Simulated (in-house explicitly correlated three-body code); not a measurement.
Computed with an exponentially correlated three-body code. Model: two electrons around a point charge, non-relativistic, variational in 260 exponentially correlated functions (energies converged to about 1e-7 hartree, or 1e-8 relative for large Z).

For this charge the correlation energy is taken as exact minus Hartree-Fock, from which it differs by microhartrees, and the kinetic parts follow from it.

For two electrons in a singlet the Kohn-Sham orbital is the square root of half the density, so the exact Kohn-Sham potential and energy parts follow from the density alone, and exchange is minus half the Hartree energy. The Kohn-Sham level equals minus the binding energy of the second electron.

Command:
```bash
python run_hyl.py task.json out
```
Settings (lengths in bohr, energies in hartree):
```
Z                      79
interaction_strength   1
functions              260
states_tried           13
```

Run time, properties included: 34 s on 1 thread of Arm Neoverse V2 (shared host).

**Converged states only, values per electron or pair.**

Given: nuclear charge 79.

```csv
term,mean r (bohr),mean r squared (bohr²),mean inverse r (1/bohr),mean r12 (bohr),mean inverse r12 (1/bohr),mean cosine,mean p1 dot p2 (bohr⁻²),delta r1 (bohr⁻³),delta r12 (bohr⁻³)
1 1S,0.019078,0.00048558,78.688,0.027856,49.06,-0.0016867,10.412,155620,19141
2 3S,0.047735,0.0036519,49.281,0.079778,14.751,-0.0005957,0.84728,88069,-
2 3P,0.041457,0.0026924,49.262,0.068712,17.686,-0.07745,-475.75,78386,-
2 1S,?,?,?,?,?,?,?,?,?
2 1P,0.041576,0.0027107,49.245,0.065569,20.217,0.074704,474.18,78490,1214.5
3 3S,0.095701,0.017121,43.842,0.17382,7.3391,-0.00020811,0.25439,81305,-
3 3P,0.089492,0.014985,43.837,0.16172,8.1554,-0.017601,-107.55,78449,-
3 1S,0.095912,0.017206,43.836,0.17399,8.2169,-0.00032817,0.31227,81291,1072
3 1P,0.089659,0.015048,43.832,0.16137,8.8337,0.01696,108.24,78471,380.29
4 3S,?,?,?,?,?,?,?,?,-
4 3P,0.15676,0.049435,41.939,0.29543,4.6628,-0.0068218,-41.602,78462,-
4 1S,0.16318,0.053384,41.939,0.30805,4.6815,-0.00014227,0.13729,79658,447.46
4 1P,0.15698,0.049583,41.937,0.29562,4.9395,0.0065662,41.989,78470,162.93
```

Question: What belongs in the row 2 1S?

Answer: mean r (bohr): 0.047881; mean r squared (bohr²): 0.0036788; mean inverse r (1/bohr): 49.259; mean r12 (bohr): 0.078947; mean inverse r12 (1/bohr): 18.085; mean cosine: -0.0010258; mean p1 dot p2 (bohr⁻²): 0.94579; delta r1 (bohr⁻³): 88002; delta r12 (bohr⁻³): 3730.8.

Question: What belongs in the row 4 3S?

Answer: mean r (bohr): 0.1629; mean r squared (bohr²): 0.053188; mean inverse r (1/bohr): 41.941; mean r12 (bohr): 0.30759; mean inverse r12 (1/bohr): 4.3256; mean cosine: -9.2336e-05; mean p1 dot p2 (bohr⁻²): 0.10812; delta r1 (bohr⁻³): 79663.

**Exact Kohn-Sham parts of the ground state from its density.**

Computed: total energy -6191.78255 hartree; Kohn-Sham kinetic 6191.7 hartree; Hartree energy 98.306 hartree; exchange energy -49.153 hartree; exact minus restricted Hartree-Fock -0.046538 hartree; Kohn-Sham level -83574 eV; restricted Hartree-Fock level -83574 eV; dipole polarisability 2.3533e-07 bohr³; C6 of two such species 1.098e-10 hartree·bohr⁶.

Question: What is the kinetic part of the DFT correlation energy?

Answer: 0.046391 hartree.

Question: What is the potential part of the DFT correlation energy?

Answer: -0.092928 hartree.

**Functionals on the exact density and self-consistent, errors are functional minus exact, hybrids only self-consistent, a dash where a self-consistent run leaves the top level unbound.**

```
       result  exchange error (millihartree)  correlation error (millihartree)  functional driven error (millihartree)  density driven error (millihartree)  self consistent total error (millihartree)  top level plus exact binding (eV)
        wB97X                              -                                 -                                       -                                    -                                     -2086.3                             403.14
       r2SCAN                        -3.6764                           0.54905                                 -3.1273                             -0.31444                                     -3.4418                             441.47
B3LYP VWN-RPA                              -                                 -                                       -                                    -                                      798.72                             401.13
        M06-L                        -557.76                           -40.732                                 -598.49                              -2.3738                                     -600.86                             438.89
         TPSS                        -3.4604                           -2.6891                                 -6.1495                             -0.40634                                     -6.5558                             460.55
         PW91                         877.24                           -33.914                                  843.33                               -1.584                                      841.74                             497.38
         SCAN                        -3.6764                           0.54905                                 -3.1273                             -0.31444                                     -3.4418                             441.47
     LDA VWN5                              ?                                 ?                                       ?                                    ?                                           ?                                  ?
         OLYP                              ?                                 ?                                       ?                                    ?                                           ?                                  ?
          PBE                         1023.6                           -1.6454                                    1022                               -1.551                                      1020.4                             501.47
```

Question: What belongs in the row LDA VWN5?

Answer: exchange error (millihartree): 6990.1; correlation error (millihartree): -278.8; functional driven error (millihartree): 6711.2; density driven error (millihartree): -2.931; self consistent total error (millihartree): 6708.3; top level plus exact binding (eV): 566.85.

Question: What belongs in the row OLYP?

Answer: exchange error (millihartree): 294.99; correlation error (millihartree): -3.9902; functional driven error (millihartree): 291; density driven error (millihartree): -1.0422; self consistent total error (millihartree): 289.96; top level plus exact binding (eV): 494.27.

**Density and exact potentials over r, pair density (one pair, times 4 pi r12^2) and exact minus Kohn-Sham pair density over r12.**

| radius (bohr) | radial density (electrons/bohr) | exchange potential (hartree) | intracule density (1/bohr) | Coulomb hole against Kohn-Sham (1/bohr) |
| --- | --- | --- | --- | --- |
| 0.000506 | 0.92444 | -78.607 | 0.061549 | -0.0007486 |
| 0.000586 | 1.2243 | -78.581 | 0.082526 | -0.0009975 |
| 0.000678 | 1.6152 | -78.545 | 0.11043 | -0.001325 |
| 0.000784 | 2.1239 | -78.499 | 0.14758 | -0.001756 |
| 0.000907 | 2.7879 | -78.438 | 0.19737 | -0.002326 |
| 0.00105 | 3.6529 | -78.357 | 0.26424 | -0.003079 |
| 0.00121 | 4.7299 | -78.253 | 0.35044 | -0.004032 |
| 0.0014 | 6.1448 | -78.115 | 0.46826 | -0.005306 |
| 0.00162 | 7.9467 | -77.934 | 0.62542 | -0.006963 |
| 0.00188 | 10.272 | -77.692 | 0.83937 | -0.00915 |
| 0.00217 | 13.072 | -77.391 | 1.1133 | -0.01185 |
| 0.00251 | 16.576 | -76.997 | 1.4805 | -0.01532 |
| 0.00291 | 20.916 | -76.483 | 1.9735 | -0.01976 |
| 0.00336 | 25.973 | -75.846 | 2.6031 | -0.02509 |
| 0.00389 | 32.019 | -75.026 | 3.439 | -0.03167 |
| 0.0045 | 38.916 | -74.003 | 4.5155 | -0.03942 |
| 0.00521 | 46.636 | -72.725 | 5.9025 | -0.04836 |
| 0.00602 | ? | ? | ? | ? |
| 0.00697 | 63.233 | -69.276 | 9.7973 | -0.06805 |
| 0.00806 | 71.204 | -67.022 | 12.399 | -0.07725 |
| 0.00933 | 78.101 | -64.353 | 15.468 | -0.08428 |
| 0.0108 | 83.012 | -61.271 | 18.914 | -0.08717 |
| 0.0125 | 85.077 | -57.787 | 22.554 | -0.08386 |
| 0.0144 | 83.712 | -54.063 | 25.975 | -0.07317 |
| 0.0167 | 78.392 | -49.857 | 29.006 | -0.0536 |
| 0.0193 | 69.55 | -45.539 | 30.887 | -0.02772 |
| 0.0224 | 57.536 | -41 | 31.16 | 0.001778 |
| 0.0259 | 44.37 | -36.61 | 29.44 | 0.02733 |
| 0.0299 | ? | ? | ? | ? |
| 0.0346 | 20.183 | -28.434 | 20.605 | 0.04765 |
| 0.04 | 11.552 | -24.807 | 14.803 | 0.04023 |
| 0.0463 | 5.7561 | -21.529 | 9.3394 | 0.02657 |
| 0.0536 | 2.4528 | -18.635 | 5.071 | 0.01325 |
| 0.062 | 0.87825 | -16.123 | 2.3228 | 0.004512 |
| 0.0717 | 0.25638 | -13.946 | 0.87114 | 0.0006476 |
| 0.0829 | 0.059137 | -12.063 | 0.25908 | -0.0002833 |

Question: What belongs in the row 0.00602?

Answer: radial density (electrons/bohr): 54.795; exchange potential (hartree): -71.177; intracule density (1/bohr): 7.6287; Coulomb hole against Kohn-Sham (1/bohr): -0.05801.

Question: What belongs in the row 0.0299?

Answer: radial density (electrons/bohr): 31.538; exchange potential (hartree): -32.425; intracule density (1/bohr): 25.806; Coulomb hole against Kohn-Sham (1/bohr): 0.04362.

The density-driven part is never positive, since each functional's own density lowers its energy. Here it is small beside the functional-driven part (median ratio 0.0038), the normal case.
